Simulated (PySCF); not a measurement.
# Working out the ionisation energy of Ar³⁺

Ar³⁺ [Ne] 3s2 3p3 (4S) → Ar⁴⁺ [Ne] 3s2 3p2 (3P). All numbers are calculated (PySCF 2.14, the non-relativistic Hamiltonian (point nucleus), in an uncontracted even-tempered set (18 s from 0.09 bohr⁻², ratio 2.5; 13 p from 0.12 bohr⁻², ratio 2.5; 5 d from 1.2 bohr⁻², ratio 2.7; 5 f from 1.8 bohr⁻², ratio 2.7)). Frozen: 1s2; the 20 highest virtual orbitals dropped. Energies in hartree (1 hartree = 27.21139 eV):

```tsv
part	Ar³⁺ (lower)	Ar⁴⁺ (upper)
UHF	-523.863871	-521.713885
MP2 opposite-spin	-0.306399	-0.298740
MP2 same-spin	-0.114267	-0.102037
```

Task: What does Hartree-Fock give?

Result: (-521.713885) − (-523.863871) = 2.149986 hartree = 58.504 eV.

Task: What do MP2 and SCS-MP2 (6/5 opposite-spin, 1/3 same-spin) give?

Result: The opposite-spin parts differ by 0.208 eV and the same-spin parts by 0.333 eV. MP2: 58.504 + (0.208) + (0.333) = 59.045 eV. SCS-MP2: 58.504 + 1.2 × (0.208) + (0.333)/3 = 58.865 eV.

A first-order spin-orbit estimate adds -0.151 eV to MP2 (outer shells), giving 58.894 eV against 59.58 ± 0.18 eV (semi-empirical (NIST evaluation); NIST Atomic Spectra Database, ionization energies).

What remains against the reference includes basis incompleteness, the frozen core and correlation beyond second order.
